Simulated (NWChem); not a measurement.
System: CNO anion

```xyz
3

N      0.0000     0.0000     1.2618
C      0.0000     0.0000     0.0709
O      0.0000     0.0000    -1.1594
```
Atoms are numbered in this order, from 1.

Level: B3LYP/def2-SVPD (NWChem), optimised geometry, unscaled harmonic frequencies. 

Q: List the harmonic frequencies with IR intensities, and the thermochemistry.

A: 
| frequency (cm⁻¹) | IR intensity (km/mol) |
|---|---|
| 624 | 7.7 |
| 624 | 7.7 |
| 1264 | 67.4 |
| 2255 | 713.3 |

| Property | Value |
|---|---|
| zero-point energy | 6.8 kcal/mol |
| thermal correction to the enthalpy at 298.15 K (with zero-point energy) | 9.1 kcal/mol |
| heat capacity Cv | 7.1 cal/(mol K) |
| entropy at 298.15 K and 1 atm (symmetry number 1) | 52.4 cal/(mol K) |

Rigid rotor and harmonic oscillator.
